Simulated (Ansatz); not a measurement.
Molecule: sum formula H₃BPO₂, charge 0, multiplicity 2. It need not be the lowest isomer of its formula. SMILES: OB(O)[PH]
Geometry from a B3LYP-D3(BJ)/def2-TZVP (Ansatz, a first-principles code) optimisation:
```xyz
7

O     -0.5823     1.3612     0.8032
B     -0.4412     0.1605     0.1762
O     -1.5799    -0.5798     0.0575
P      1.2461    -0.5381    -0.5396
H      0.2330     1.8627     0.8740
H     -1.4653    -1.4239    -0.3866
H      2.0437     0.5786    -0.1595
```
Charge 0, spin multiplicity 2.

Quantity: atomisation energy (electronic, to ground-state atoms), in kcal/mol. Valence correlation only, unless marked. Open shells are spin-unrestricted. Spin-orbit coupling is left out. No relativistic terms. The coupled-cluster limit lacks core correlation, which all-electron functionals hold. Basis-set limits of correlation are two-point, X^-3; Hartree-Fock from the larger set. The bracket is a focal-point correction in the basis named.

```tsv
level	program	atomisation energy (kcal/mol)	minus last row
r2SCAN-D3(BJ)/def2-TZVPD	Ansatz + dftd3	631.9	5.6
r2SCAN0-D4/def2-TZVPD	Ansatz + dftd4	616.4	-9.9
LC-wPBE/def2-TZVPD	Ansatz	624.9	-1.4
B2GP-PLYP/def2-TZVPD	Ansatz	616.7	-9.6
MP2/cc-pV(T+d)Z	Ansatz	622.1	-4.2
RI-MP2/CBS(cc-pV(T+d)Z,cc-pV(Q+d)Z)+[CCSD(T)-MP2]/cc-pV(D+d)Z	Ansatz	626.7	0.4
CCSD(T)/CBS(aug-cc-pV(T+d)Z,aug-cc-pV(Q+d)Z)	Ansatz	626.3	0.0
```
